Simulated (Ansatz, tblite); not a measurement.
Removing and adding an electron: In12P12H30, a nanocrystal cut from wurtzite InP (hydrogen-capped). Charge 0, multiplicity 1. Geometry: PBE-D4/def2-SVP. Ansatz, gas phase; energy differences of separate SCF runs; the oxidised species was run as a doublet alone; the reduced species was run as a doublet alone.

```xyz
54

In    2.143    1.961   -4.055
P     0.028    0.842   -5.254
In    3.555    2.269   -0.466
P     2.502    3.653    1.512
P     1.559    1.217   -1.621
In   -0.574    2.348   -0.722
In   -1.790   -0.486   -3.948
P    -2.477    1.129   -2.055
In    0.713    2.699    3.195
P    -1.022    1.608    1.706
In   -3.128    2.757    2.737
In   -4.302   -0.106   -0.710
P    -4.944    1.595    1.152
P     4.563    0.317    0.988
In    1.701   -1.336   -1.300
P    -0.424   -2.194   -2.576
In    3.138   -1.226    2.579
P     2.147    0.683    4.101
P     1.181   -1.958    1.146
In   -0.965   -0.932    2.137
In   -2.159   -3.576   -1.255
P    -2.830   -1.830    0.524
In    1.367   -4.523    1.597
P    -0.700   -5.274    0.073
H     1.869    3.673   -4.207
H     3.501    1.032   -4.623
H    -0.685    1.799   -6.046
H     0.433   -0.011   -6.330
H     4.814    3.171   -1.257
H     1.857    4.764    0.881
H     3.510    4.397    2.208
H    -0.619    4.078   -0.959
H    -3.076   -1.126   -4.929
H    -3.202    2.161   -2.738
H     0.377    3.842    4.462
H    -3.151    4.433    2.263
H    -3.433    2.079    4.311
H    -5.644   -0.739   -1.619
H    -5.777    2.570    0.515
H    -5.972    0.960    1.920
H     5.774    0.733    1.632
H     5.156   -0.578    0.042
H     3.167   -2.052   -1.921
H     0.057   -3.114   -3.566
H     4.163   -2.288    3.500
H     3.120    1.135    5.051
H     1.289    0.007    5.025
H    -1.269   -1.380    3.797
H    -3.453   -4.286   -2.176
H    -3.762   -2.537    1.355
H     2.764   -5.147    0.767
H     0.844   -4.853    3.225
H    -0.310   -6.274   -0.875
H    -1.622   -6.083    0.812
```

In the def2 sets In takes a core potential; there is no spin–orbit coupling. The xTB rows come from tblite. Single mean-field runs in def2-SVP are fitted with def2-universal-jkfit. HOMO above LUMO, or a gap near zero within one spin, warns that the state may not be the lowest or that an electron is smeared out.

```json
{"level": "GFN2-xTB", "−HOMO (eV)": "10.59", "vertical IE (eV)": "11.78", "−LUMO (eV)": "7.67", "vertical EA (eV)": "6.37", "HOMO–LUMO gap (eV)": "2.93", "IE − EA (eV)": "5.40", "remarks": "–"}
{"level": "PBE0-D4/def2-SVP", "−HOMO (eV)": "6.50", "vertical IE (eV)": "7.47", "−LUMO (eV)": "1.42", "vertical EA (eV)": "0.65", "HOMO–LUMO gap (eV)": "5.08", "IE − EA (eV)": "6.82", "remarks": "HOMO above zero (-1 doublet)"}
```

Question: Estimate the rows for GFN1-xTB, PBE-D4/def2-SVP.

Answer: 
```json
{"level": "GFN1-xTB", "−HOMO (eV)": "9.05", "vertical IE (eV)": "10.25", "−LUMO (eV)": "6.17", "vertical EA (eV)": "5.03", "HOMO–LUMO gap (eV)": "2.88", "IE − EA (eV)": "5.23", "remarks": "–"}
{"level": "PBE-D4/def2-SVP", "−HOMO (eV)": "5.56", "vertical IE (eV)": "–", "−LUMO (eV)": "2.12", "vertical EA (eV)": "0.97", "HOMO–LUMO gap (eV)": "3.45", "IE − EA (eV)": "–", "remarks": "HOMO above zero (-1 doublet), gap within one spin near zero (-1 doublet)"}
```

Run but left out: PBE-D4/def2-SVP (charge +1 doublet: an occupied level 0.05 eV above an empty one).   A HOMO above zero means that the electron is unbound at that level or that self-interaction error raises the level; the energy of removing that electron tells which. Raw xTB energy differences between charge states are shifted by several eV; the methods need an empirical correction for them. Sets without diffuse functions give affinities that are too small.
